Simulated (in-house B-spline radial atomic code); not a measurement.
Results of a calculation; reference values are marked as such.
**Correlation energy from the adiabatic connection: ω²r²/2 − Z/r, ω = 0.69, Z = 3**

Two electrons in a singlet, external potential ω²r²/2 − Z/r, ω = 0.69, Z = 3 (atomic units). Full CI in B-splines (partial waves to l = 8, correlation up to 0.6 % small) with the density held fixed gives W(λ) = <V_ee>_λ − U, and E_c is the integral of W(λ) − W(0) from 0 to 1.

```tsv
λ	W(λ) − W(0) (hartree)
0	0.00000
0.02	-0.00187
0.05	-0.00466
0.12	-0.01108
0.25	-0.02268
0.4	-0.03560
0.6	-0.05207
0.8	-0.06773
1	-0.08264
```

(1) Integrate the table by the trapezoid rule.

(2) Now use only three numbers: W(0) = -1.7085, the initial slope W'(0) = -0.09381 (extrapolated from the first points) and the strong-coupling limit of the point-charge-plus-continuum model, W∞ = -2.4234. What do second-order theory and the interpolation W(λ) = W∞ + (W(0) − W∞)/√(1 + 2χλ) of Seidl, Perdew and Levy give?

Answers

(1) The strips give -0.00002, -0.00010, -0.00055, -0.00219, -0.00437, -0.00877, -0.01198, -0.01504, which sum to -0.04302 hartree. The direct value, W(1) − W(0) + T_c with T_c = 0.03958, is -0.04307; the curve is convex, so chords lie above it and the trapezoids fall short in size by 0.11 %.

(2) Second order keeps the slope alone: E_c = W'(0)/2 = -0.04691, +9 % in size against -0.04307. Matching the slope fixes χ = W'(0)/(W∞ − W(0)) = -0.09381/(-0.71490) = 0.13122. Integrating, with s = √(1 + 2χ) = 1.123585, E_c = −(W(0) − W∞)(s − 1)/(s + 1) = −0.71490 × 0.123585/2.123585 = -0.04160 hartree, -3.4 % in size against the full result. At λ = 1 the formula gives W − W(0) = -0.07863 against -0.08264. Part of the miss can come from the model's W∞.
